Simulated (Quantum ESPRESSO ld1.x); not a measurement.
The numbers below are computed, except where a source is named.
One sound ld1.x (Quantum ESPRESSO 7.5) input for neutral copper gives E = -1652.316 hartree in 33 iterations:

```
 &input
    zed=29.0,
    iswitch=1,
    rel=2,
    dft='PW',
    config='[Ar] 3d10 4s1',
    verbosity='high',
    lsmall=.true.,
    prefix='ld1',
    max_out_wfc=37,
    file_charge='ld1.rho',
 /
```

Changed or added lines, one case at a time, and what came of them:

- rmax=1000.0: harmless. The energy moves by less than 1e-5 hartree against the default mesh (-1652.316 hartree).
- xmin=-3.0: inaccurate. The mesh starts too far from the nucleus; the run ends without a warning, but the energy is off by -0.374 hartree against the default mesh.
- config='[Ar] 3d10 4s1 5d-1': harmless. A negative occupation marks a state as unused; the result equals that of the sound run.
- noscf=.true.: ran as typed. With noscf the program prints the levels of a bare nucleus, with no screening and no total energy; they are not those of the atom.
- dft='SCAN': refused. The program stops in set_dft_from_name with "libxc needed for this functional": this build has no Libxc.
- beta=1.5: harmless. The Broyden-type mixing copes: 34 iterations against 33, same energy.
- beta=0.001: not converged. So little new potential is mixed in that the limit of 200 iterations comes first; the energy is off by +7.042 hartree.
